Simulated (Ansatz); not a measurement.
Ansatz (an electronic-structure program) input:

Ansatz 0.2 input:
```yaml
crystal:
  periodic: [false, false, false]
  atoms:
    - {symbol: N, position_ang: [1.29041214, -1.52536231, -0.54960704]}
    - {symbol: B, position_ang: [0.02570529, -1.00112239, -0.16294965]}
    - {symbol: N, position_ang: [-1.16908232, -1.71033816, -0.10117307]}
    - {symbol: Br, position_ang: [0.00702040, 0.94648447, 0.15370944]}
    - {symbol: H, position_ang: [2.03792817, -1.49232563, 0.14086141]}
    - {symbol: H, position_ang: [-1.21551250, -2.69839228, -0.28701628]}
    - {symbol: H, position_ang: [-2.04596492, -1.28072338, 0.13653332]}
basis:
  gaussian:
    orbitals: aug-cc-pVQZ
magnetization: {spin_polarized: true, initial_magnetization: 1}
correlation: {method: ccsd_t, electrons: outside_noble_gas}
```

**Question.** What final total energy does it print?

**Answer.** -2708.69024 Eh (CCSD(T)/aug-cc-pVQZ). The basis has 471 functions.

It need not be the lowest isomer of its formula.
